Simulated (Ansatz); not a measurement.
`Br[SiH2]Br` + `C#CO` → `C#CO[SiH2]Br` + HBr at 298.15 K and 1 bar (ligand exchange at the Si–Br bond).

Computed with Ansatz on PBE0-D4/def2-TZVP structures; ΔE is electronic, products minus reactants. CCSD(T)/CBS is the MP2 limit (def2-TZVPP, def2-QZVPP) plus CCSD(T) − MP2 in def2-TZVPP, frozen cores. This one scheme is used for every species. For Br outer-core shells are correlated without core-valence functions, which leaves a few kJ/mol of doubt a bond. Scalar relativity is left out up to krypton. One conformer a species, not always the lowest.

```csv
species,CCSD(T)/CBS energy (Eh),H − E (kJ/mol),S (J/(mol·K))
`Br[SiH2]Br`,-5437.00625,65.4,310.6
`C#CO`,-152.38380,96.3,247.0
`C#CO[SiH2]Br`,-3015.47100,129.3,353.7
HBr,-2573.91920,24.6,198.6
```

H − E and S are ideal-gas, rigid-rotor, harmonic terms from PBE0-D4/def2-TZVP, for one conformer and one mirror image of each species. 1 Eh = 2625.50 kJ/mol, R = 8.31446 J/(mol·K).

**Question.** By hand: ΔE, ΔH, ΔS and ΔG.

**Answer.** ΔE = (-3015.47100) + (-2573.91920) − (-5437.00625) − (-152.38380) = -0.00015 Eh = -0.4 kJ/mol. Δ(H − E) = 129.3 + 24.6 − 65.4 − 96.3 = -7.8, so ΔH = -8.2 kJ/mol. ΔS = 353.7 + 198.6 − 310.6 − 247.0 = -5.3 J/(mol·K). ΔG = -8.2 − 298.15 × (-5.3)/1000 = -6.6 kJ/mol.

**Question.** By hand: the equilibrium constant, and the temperature at which ΔG would vanish if ΔH and ΔS stayed fixed.

**Answer.** log₁₀ K = −ΔG/(RT ln 10) = 1.2. ΔG = 0 at ΔH/ΔS = 1547 K, though so small a ΔH makes that figure unsure.

The number of gas molecules stays the same, so ΔS is small and ΔH decides. A doubt of 5 kJ/mol in ΔE shifts log₁₀ K by 0.9 here. Other conformers and mirror images would add mixing entropy, several J/(mol·K) or more a flexible species. Modes under 60 cm⁻¹, often nearly free rotors, make the harmonic entropy too high. These are equilibria of isolated gas molecules and say nothing of rates. Largest T1 diagnostic: 0.013 (customary marks: 0.02 for closed shells, 0.045 for open ones).
